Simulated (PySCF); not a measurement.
Isomers of C5H5F3O, one GFN2-xTB conformer each. Single-point energies are computed at PBE0/pcSseg-1 (PySCF, gas phase, no added dispersion term), electronic only.

| SMILES | GFN2-xTB relative energy (kJ/mol) |
| --- | --- |
| C=C(O/C=C/F)C(F)F | 97.3 |
| C=C(/C=C/F)OC(F)F | 57.7 |
| FCO[C@H]1C=CC1(F)F | 94.6 |
| FC[C@@H]1O[C@@H](F)C=C1F | 0.0 |

Conformers: `[CH2:1]=[C:2]([O:3]/[CH:4]=[CH:5]/[F:6])[CH:7]([F:8])[F:9]` with C1–C2–O3–C4 17°, C2–O3–C4–C5 -164°, C1–C2–C7–F8 40°; `[CH2:1]=[C:2](/[CH:3]=[CH:4]/[F:5])[O:6][CH:7]([F:8])[F:9]` with C1–C2–C3–C4 -179°, C1–C2–O6–C7 -15°, C2–O6–C7–F8 79°; `[F:1][CH2:2][O:3][C@H:4]1[CH:5]=[CH:6][C:7]1([F:8])[F:9]` with F1–C2–O3–C4 -69°, C2–O3–C4–C5 -177°; `[F:1][CH2:2][C@@H:3]1[O:4][C@@H:5]([F:6])[CH:7]=[C:8]1[F:9]` with F1–C2–C3–O4 65°.

Task: What does PBE0/pcSseg-1 give for the same structures?

Result: 
```csv
SMILES,PBE0/pcSseg-1 E (Eh),PBE0/pcSseg-1 (kJ/mol),GFN2-xTB (kJ/mol),point group
FC[C@@H]1O[C@@H](F)C=C1F,-567.61156,0.0,0.0,C1
C=C(/C=C/F)OC(F)F,-567.60333,21.6,57.7,C1
FCO[C@H]1C=CC1(F)F,-567.58375,73.0,94.6,C1
C=C(O/C=C/F)C(F)F,-567.57365,99.5,97.3,C1
```

Both levels put the same isomer lowest; measured from each level's own lowest isomer, the values differ by up to 36.1 kJ/mol (C=C(/C=C/F)OC(F)F: 57.7 against 21.6). As drawn, the highest has two fluorines on one carbon, which the lowest lacks.

Task: Which frontier levels, dipoles and rotational constants go with these structures?

Result: 
```tsv
SMILES	HOMO (eV, PBE0/pcSseg-1)	LUMO (eV)	dipole (D)	A, B, C (MHz)
FC[C@@H]1O[C@@H](F)C=C1F	-8.12	-0.29	1.41	2465, 1339, 1030
C=C(/C=C/F)OC(F)F	-7.11	-1.09	2.08	3072, 811.5, 669.9
FCO[C@H]1C=CC1(F)F	-8.37	-0.88	1.80	2701, 1176, 1037
C=C(O/C=C/F)C(F)F	-6.98	-0.66	1.10	4584, 625.0, 601.2
```
